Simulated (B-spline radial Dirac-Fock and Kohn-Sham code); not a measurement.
# Yb: non-radiative channels of the 4d5/2 vacancy

System: the Yb atom, 1s2 2s2 2p6 3s2 3p6 3d10 4s2 4p6 4d10 4f14 5s2 5p6 6s2.

Input file task.json (cfg lists n, l and occupation; rrms is the nuclear radius in fm):

```json
{"items": [{
  "Z": 70,
  "q": 0,
  "cfg": [[1, 0, 2], [2, 0, 2], [2, 1, 6], [3, 0, 2], [3, 1, 6], [3, 2, 10], [4, 0, 2], [4, 1, 6], [4, 2, 10], [4, 3, 14], [5, 0, 2], [5, 1, 6], [6, 0, 2]],
  "A": 174,
  "rrms": 5.3108,
  "do": ["binding", "quiet", "decay"],
  "holes": ["K", "L1", "L2", "L3", "M1", "M2", "M3", "M4", "M5", "N1", "N2", "N3", "N4", "N5", "N6", "N7"]
}]}
```

Command: `python xray_run.py task.json out`

The computed values come from a radial atomic solver: a relativistic independent-particle model: LDA orbitals of the hole state, radiative multipoles to third order, Auger rates from the Coulomb interaction with a continuum orbital, Dirac-Fock energies. Kinetic energies are configuration averages from the vacuum level; the two-hole energies are estimated from single-hole states.

```tsv
transition	kinetic energy (eV)	width (meV)	share (%)
N5-O1O3	86.06	20.6	0.3
N5-N6O1	106.8	52.4	0.8
N5-N7O1	108.0	399	6.3
N5-N6O2	135.3	28.5	0.5
N5-N7O2	136.4	373	5.9
N5-N6O3	141.7	86.8	1.4
N5-N7O3	143.1	444	7.0
N5-N6N6	161.4	73.6	1.2
N5-N6N7	162.1	2750	43.5
N5-N7N7	163.8	1990	31.6
N5-N7P1	173.5	42.6	0.7
```

Coster-Kronig rates are the weakest part of this model and often come out 1.5 to 2.5 times too large. Super-Coster-Kronig decay this fast strains the one-particle picture, and such widths tend to come out too large. The listed channels hold 99 % of the non-radiative rate. Summed by principal shells, of 6.31 eV in all: NNN 76.3 %, NNO 21.9 %, NOO 1.0 %, NNP 0.8 %.
